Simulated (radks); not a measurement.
Results of a calculation; reference values are marked as such.
Valence configurations of Ar II (all share [Ne]). Code: a radial shooting solver on a logarithmic mesh with Libxc functionals. Model: non-relativistic Kohn-Sham, PBE, spin-polarised, spherical densities, point nucleus; open shells are filled with parallel spins first. Energies are relative to 3s2 3p5; eigenvalues in eV for spin up.

valence      E (eV)  moment (Bohr magnetons)    e(3p)    e(3s)
3s2 3p5       0.000                        1  -22.618  -36.977
3s1.5 3p5.5   7.142                        1  -22.916  -37.334
3s1 3p6      14.288                        1  -23.213  -37.688

NIST lists [Ne] 3s2 3p5 as the ground configuration; this level of theory agrees among the configurations tried. The energies are those of spherical high-spin densities, not of single terms.
